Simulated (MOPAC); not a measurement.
A run for MOPAC: PM7 on CI, 2S+1 = 2, a spin state set in the input, which need not be the lowest, a point of a bond scan (R = 1.976 Å).

```
PM7 1SCF PRECISE CHARGE=0 UHF MS=0.5 THREADS=1
CI

C      0.00000000 1     0.00000000 1     0.00000000 1
I      0.00000000 1     0.00000000 1     1.97597500 1
```

It printed:

```
*******************************************************************************
 **                                                                           **
 **                              MOPAC v23.2.5                                **
 **                                                                           **
 *******************************************************************************
 ** MOPAC's Digital Object Identifier: https://doi.org/10.5281/zenodo.6511958 **
 **                                                                           **
 ** Please cite the open-source release paper for use of this MOPAC version:  **
 ** J. E. Moussa and J. J. P. Stewart (2026)                                  **
 ** MOPAC: An open-source semiempirical molecular orbital program             **
 ** J. Open Source Softw., 11(119), 8025, https://doi.org/10.21105/joss.08025 **
 *******************************************************************************

                              PM7 CALCULATION RESULTS

 *******************************************************************************
 *  PM7        - The PM7 Hamiltonian to be used
 *  UHF        - UNRESTRICTED HARTREE-FOCK CALCULATION
 *
 *
 *
 *                 CHARGE ON SYSTEM = 0
 *
 *
 *
 *  MS=        - IN MECI, MAGNETIC COMPONENT OF SPIN =  0.5
 *  PRECISE    - TIGHTER CRITERIA TO BE USED
 *  1SCF       - DO 1 SCF AND THEN STOP
 *  THREADS=1  - MULTI-THREADING NOT USED
 *  T=         - A TIME OF 172800.0 SECONDS REQUESTED
 *  DUMP=N     - RESTART FILE WRITTEN EVERY 7200.0 SECONDS REQUESTED
 *******************************************************************************
PM7 1SCF PRECISE CHARGE=0 UHF MS=0.5 THREADS=1
 CI

   ATOM   CHEMICAL          X               Y               Z
  NUMBER   SYMBOL      (ANGSTROMS)     (ANGSTROMS)     (ANGSTROMS)

     1       C          0.00000000  *   0.00000000  *   0.00000000  *
     2       I          0.00000000  *   0.00000000  *   1.97597500  *



          CARTESIAN COORDINATES

    NO.       ATOM           X           Y           Z

     1         C          0.0000      0.0000      0.0000
     2         I          0.0000      0.0000      1.9760

 General Reference for PM7:
 "Optimization of Parameters for Semiempirical Methods VI: More Modifications to the
 NDDO Approximations and Re-optimization of Parameters", J. J. P. Stewart, J. Mol. Mod., 1:32, 19 (2013)
 https://link.springer.com/article/10.1007/s00894-012-1667-x

           Empirical Formula: C I  =     2 atoms



      MOLECULAR POINT GROUP   :   C*v


          UHF CALCULATION, NO. OF ALPHA ELECTRONS =    6
                           NO. OF BETA  ELECTRONS =    5

 -------------------------------------------------------------------------------
 PM7 1SCF PRECISE CHARGE=0 UHF MS=0.5 THREADS=1
 CI



     1SCF WAS SPECIFIED, SO BFGS WAS NOT USED
     SCF FIELD WAS ACHIEVED


                              PM7 CALCULATION
                                                       MOPAC v23.2.5 Linux




          FINAL HEAT OF FORMATION =        129.07540 KCAL/MOL =     540.05146 KJ/MOL


          COSMO AREA              =         85.86 SQUARE ANGSTROMS
          COSMO VOLUME            =         71.13 CUBIC ANGSTROMS

          IONIZATION POTENTIAL    =          8.496249 EV
          ALPHA SOMO LUMO (EV)    =         -8.496 -0.671
          BETA  SOMO LUMO (EV)    =        -10.135 -0.090
          NO. OF ALPHA ELECTRONS  =          6
          NO. OF BETA  ELECTRONS  =          5
          MOLECULAR WEIGHT        =        138.9155         POINT GROUP:  C*v

          MOLECULAR DIMENSIONS (Angstroms)

            Atom       Atom       Distance
            I     2    C     1     1.97598
            I     2    C     1     0.00000
            C     1    I     2     0.00000


          SCF CALCULATIONS        =          1





   ATOM   CHEMICAL          X               Y               Z
  NUMBER   SYMBOL      (ANGSTROMS)     (ANGSTROMS)     (ANGSTROMS)

     1       C          0.00000000  *   0.00000000  *   0.00000000  *
     2       I          0.00000000  *   0.00000000  *   1.97597500  *

                             CARTESIAN COORDINATES

   1    C        0.000000000     0.000000000     0.000000000
   2    I        0.000000000     0.000000000     1.975975000


           Empirical Formula: C I  =     2 atoms



      MOLECULAR POINT GROUP   :   C*v


          ALPHA EIGENVALUES
 -25.85597 -17.69459 -10.98049 -10.69376 -10.26526  -8.49625  -0.67089   2.18060
 122.95389 123.00291 123.12047 123.19557 123.19649


           BETA EIGENVALUES
 -25.68417 -17.13810 -10.41488 -10.22749 -10.13544  -0.08983   0.89807   2.62407
 122.84692 122.98457 123.04332 123.27958 123.32413


              NET ATOMIC CHARGES AND DIPOLE CONTRIBUTIONS

  ATOM NO.   TYPE          CHARGE      No. of ELECS.   s-Pop       p-Pop       d-Pop
    1          C           0.127696        3.8723     1.89893     1.97338
    2          I          -0.127696        7.1277     1.87844     5.24323     0.00603
 DIPOLE           X         Y         Z       TOTAL
 POINT-CHG.     0.000     0.000    -1.212     1.212
 HYBRID         0.000     0.000     0.652     0.652
 SUM            0.000     0.000    -0.560     0.560


          ATOMIC ORBITAL ELECTRON POPULATIONS

     Atom    s        px        py        pz      x^2-y^2     xz        z^2       yz        xy
    1  C   1.89893   1.04826   0.16381   0.76132
    2  I   1.87844   1.95076   1.83559   1.45687   0.00000   0.00098   0.00445   0.00060   0.00000


                    (SZ)    =    0.500000
                    (S**2)  =    0.752637


          ATOMIC ORBITAL SPIN POPULATIONS

    Atom   Total    s     px     py     pz   x^2-y^2  xz     z^2    yz     xy
         Atomic
    1  C  1.0008 -0.000  0.950  0.022  0.029
    2  I -0.0008 -0.001  0.049 -0.022 -0.028 -0.000  0.000  0.000  0.000 -0.000

 **********************
 *                    *
 * JOB ENDED NORMALLY *
 *                    *
 **********************




 == MOPAC DONE ==
```

The run finished.

Cost: roughly 0.03 core-seconds.
